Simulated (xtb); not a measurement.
H$_{8}$LiO$_{4}$, charge +1, singlet, geometry from GFN2-xTB (such geometries of metal compounds can be far from the true shape); GFN2-xTB in xtb.

xtb was given this input:
```
$ xtb mol.xyz --gfn 2 --chrg 1 --opt --json

# file mol.xyz
13

Li    -0.00000000    -0.00000000     0.00000000
O      1.56474128    -0.33763891    -0.97885944
H      1.81743891     0.06481306    -1.81266588
H      2.29587622    -0.91209539    -0.74108161
O      0.45257509     0.32010193     1.79256566
H      1.15256609     0.88211730     2.13204786
H      0.05001919    -0.08104729     2.56592516
O     -0.87446830     1.50184443    -0.70735395
H     -1.37706481     1.56104858    -1.52282219
H     -0.94335988     2.36896344    -0.30187222
O     -1.14284807    -1.48430744    -0.10635227
H     -2.07137750    -1.53107049     0.13185595
H     -0.92409821    -2.35272921    -0.45138705
```

It wrote (shortened):

```
   ID    Z sym.   atoms
    1    3 Li     1
    2    8 O      2, 5, 8, 11
    3    1 H      3, 4, 6, 7, 9, 10, 12, 13

           -------------------------------------------------
          |                Calculation Setup                |
           -------------------------------------------------

           -------------------------------------------------
          |                 G F N 2 - x T B                 |
           -------------------------------------------------

          ...................................................
          :                      SETUP                      :
          :.................................................:
          :  # basis functions                  28          :
          :  # atomic orbitals                  28          :
          :  # shells                           18          :
          :  # electrons                        32          :
          :  max. iterations                   250          :
          :  Hamiltonian                  GFN2-xTB          :
          :  restarted?                      false          :
          :  GBSA solvation                  false          :
          :  PC potential                    false          :
          :  electronic temp.          300.0000000     K    :
          :  accuracy                    1.0000000          :
          :  -> integral cutoff          0.2500000E+02      :
          :  -> integral neglect         0.1000000E-07      :
          :  -> SCF convergence          0.1000000E-05 Eh   :
          :  -> wf. convergence          0.1000000E-03 e    :
          :  Broyden damping             0.4000000          :
          :  net charge                          1          :
          :  unpaired electrons                  0          :
          ...................................................

 iter      E             dE          RMSdq      gap      omega  full diag
   1    -20.4581203 -0.204581E+02  0.427E+00    9.72       0.0  T
   2    -20.4651613 -0.704098E-02  0.243E+00    9.63       1.0  T
   3    -20.4660565 -0.895197E-03  0.379E-01    9.52       1.0  T
   4    -20.4663578 -0.301341E-03  0.766E-02    9.59       1.0  T
   5    -20.4663807 -0.228774E-04  0.948E-03    9.57       2.9  T
   6    -20.4663807 -0.586925E-07  0.179E-03    9.57      15.5  T
   7    -20.4663807 -0.992797E-08  0.581E-04    9.57      47.7  T
   8    -20.4663807 -0.960600E-09  0.123E-05    9.57    2252.8  T

[...]
         :: total energy             -20.319642624874 Eh    ::
 * total energy  :   -20.3196426 Eh     change       -0.3907985E-13 Eh
   *** GEOMETRY OPTIMIZATION CONVERGED AFTER 1 ITERATIONS ***
         :: total energy             -20.319642624874 Eh    ::
[...]
    10   1 H        0.807     0.325     0.651     1.267
    11   8 O        2.268    -0.558    24.109     6.632
    12   1 H        0.807     0.324     0.652     1.268
    13   1 H        0.807     0.325     0.651     1.267

 Mol. C6AA /au·bohr⁶  :        882.097641
 Mol. C8AA /au·bohr⁸  :      20694.765299
 Mol. α(0) /au        :         51.548260

Wiberg/Mayer (AO) data.
largest (>0.10) Wiberg bond orders for each atom

 ---------------------------------------------------------------------------
     #   Z sym  total        # sym  WBO       # sym  WBO       # sym  WBO
 ---------------------------------------------------------------------------
     1   3 Li   0.695 --    11 O    0.175     5 O    0.175     8 O    0.175
                             2 O    0.175
     2   8 O    1.969 --     4 H    0.895     3 H    0.894     1 Li   0.175
     3   1 H    0.895 --     2 O    0.894
     4   1 H    0.895 --     2 O    0.895
     5   8 O    1.969 --     6 H    0.895     7 H    0.894     1 Li   0.175
     6   1 H    0.895 --     5 O    0.895
     7   1 H    0.895 --     5 O    0.894
     8   8 O    1.969 --     9 H    0.895    10 H    0.894     1 Li   0.175
     9   1 H    0.895 --     8 O    0.895
    10   1 H    0.895 --     8 O    0.894
    11   8 O    1.969 --    12 H    0.895    13 H    0.894     1 Li   0.175
    12   1 H    0.895 --    11 O    0.895
    13   1 H    0.895 --    11 O    0.894
 ---------------------------------------------------------------------------

Topologies differ in total number of bonds
Writing topology from bond orders to xtbtopo.mol

molecular dipole:
                 x           y           z       tot (Debye)
 q only:        0.000      -0.000       0.000
   full:        0.000      -0.000       0.000       0.000
molecular quadrupole (traceless):
                xx          xy          yy          xz          yz          zz
 q only:        0.204      -0.003      -0.129       0.135      -0.001      -0.075
  q+dip:        0.277      -0.004      -0.176       0.183      -0.002      -0.102
   full:        0.270      -0.004      -0.171       0.178      -0.002      -0.099

optimized geometry written to: xtbopt.xyz

           -------------------------------------------------
          | TOTAL ENERGY              -20.319642624874 Eh   |
          | GRADIENT NORM               0.000034881197 Eh/α |
          | HOMO-LUMO GAP               9.572179124563 eV   |
           -------------------------------------------------
```
